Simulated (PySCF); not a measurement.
Compound: C7H9Cl.
Numbering: `[CH3:1][C:2]1=[CH:3][CH2:4][CH:5]=[CH:6][C@H:7]1[Cl:8]` (hydrogens: H9, H10, H11 on C1; H12 on C3; H13, H14 on C4; H15 on C5; H16 on C6; H17 on C7)

Cartesian coordinates in Å at the GFN2-xTB level; atoms count from 1:
```
atom  x, y, z in Å
C1     2.2057    0.5238   -0.4507
C2     0.7593    0.2536   -0.1755
C3    -0.1681    1.2027   -0.1428
C4    -1.6120    0.9516    0.1467
C5    -1.8626   -0.4263    0.6610
C6    -0.9475   -1.3828    0.6318
C7     0.3970   -1.1792    0.0354
Cl8    0.3939   -2.0015   -1.6106
H9     2.3747    1.5793   -0.6447
H10    2.5325   -0.0524   -1.3153
H11    2.8142    0.2207    0.4016
H12    0.1068    2.2338   -0.3181
H13   -1.9765    1.6887    0.8702
H14   -2.1991    1.1050   -0.7678
H15   -2.8413   -0.6141    1.0793
H16   -1.1585   -2.3739    1.0061
H17    1.1744   -1.7169    0.5832
```

Method: PBE0/def2-SVPD in PySCF (dipole) on a GFN2-xTB geometry, gas phase.

Masses are those of the commonest isotopes; rigid-rotor values at the optimised geometry. The values belong to one conformer with, in the numbering `[CH3:1][C:2]1=[CH:3][CH2:4][CH:5]=[CH:6][C@H:7]1[Cl:8]`, C2–C3–C4–C5 11°, C3–C4–C5–C6 -11°, C5–C6–C7–Cl8 -103°, C1–C2–C7–C6 166°.

(1) Give the principal moments of inertia and the rotational constants in MHz.

(2) What kind of rotor is it?

(3) What does the inertial defect say?

(4) Give the other two planar moments, Paa and Pbb, and the rms extents of the mass along the axes.

(5) Where do the levels up to J = 3 lie, in K?

(6) Which lines would a microwave search look for?

## Answers

(1) Ia = 227.04, Ib = 301.88, Ic = 446.54 u·Å²; 505379 MHz·u·Å²/I gives A = 2226, B = 1674, C = 1132 MHz.

(2) An asymmetric top. Ray's parameter κ = (2B − A − C)/(A − C) = -0.009; −1 is the prolate and +1 the oblate limit.

(3) Not planar: Δ = Ic − Ia − Ib = -82.38 u·Å². For a rigid frame Δ = −2 Σ m c², so Σ m c² = 41.19 u·Å² lies off the ab plane: 10.49 from hydrogen and 30.70 from heavier atoms. The atom farthest from that plane is 1.68 Å away.

(4) Paa = Σ m a² = (Ib + Ic − Ia)/2 = 260.69 and Pbb = Σ m b² = (Ia + Ic − Ib)/2 = 185.85 u·Å². With the mass M = 128.04 u, the rms extents √(P/M) along a, b and c are 1.43, 1.20, 0.57 Å.

(5) Above 0(0,0), as E/k:
J = 1: 1(0,1) 0.135, 1(1,1) 0.161, 1(1,0) 0.187
J = 2: 2(0,2) 0.392, 2(1,2) 0.404, 2(1,1) 0.483, 2(2,1) 0.562, 2(2,0) 0.574
J = 3: 3(0,3) 0.759, 3(1,3) 0.763, 3(1,2) 0.915, 3(2,2) 0.966, 3(2,1) 1.015, 3(3,1) 1.170, 3(3,0) 1.174
The levels of one J sum to (2J + 1)J(J + 1)(A + B + C)/3.

(6) The dipole components are |μa| = 2.12 D, |μb| = 0.85 D, |μc| = 0.79 D. The squared components, which scale the intensities, stand as 1.00 : 0.16 : 0.14 (a : b : c). Some lines, for components of 0.1 D or more:

| type | branch | J(Ka,Kc) | MHz | lower level (cm⁻¹) |
| --- | --- | --- | --- | --- |
| a | Q | 1(1,0) ← 1(1,1) | 542 | 0.112 |
| c | Q | 1(1,1) ← 1(0,1) | 552 | 0.094 |
| b | Q | 1(1,0) ← 1(0,1) | 1094 | 0.094 |
| a | Q | 2(1,1) ← 2(1,2) | 1627 | 0.281 |
| c | Q | 2(2,1) ← 2(1,1) | 1656 | 0.335 |
| b | Q | 2(1,1) ← 2(0,2) | 1886 | 0.272 |
| b | Q | 2(2,0) ← 2(1,1) | 1905 | 0.335 |
| a | R | 1(0,1) ← 0(0,0) | 2806 | 0.000 |
| b | Q | 2(2,1) ← 2(1,2) | 3283 | 0.281 |
| b | R | 2(0,2) ← 1(1,1) | 4811 | 0.112 |
| a | R | 2(1,2) ← 1(1,1) | 5069 | 0.112 |
| b | R | 2(1,2) ← 1(0,1) | 5621 | 0.094 |
| c | R | 2(1,1) ← 1(0,1) | 7248 | 0.094 |
| b | R | 2(2,1) ← 1(1,0) | 7810 | 0.130 |
| c | R | 2(2,1) ← 1(1,1) | 8352 | 0.112 |
| b | R | 2(2,0) ← 1(1,1) | 8601 | 0.112 |

GFN2-xTB frequencies: not computed here. Zero-point vibration and centrifugal distortion are left out. A rigid rotor knows nothing of internal rotation, which can split or shift real lines. Quadrupole hyperfine structure (35Cl) is left out.
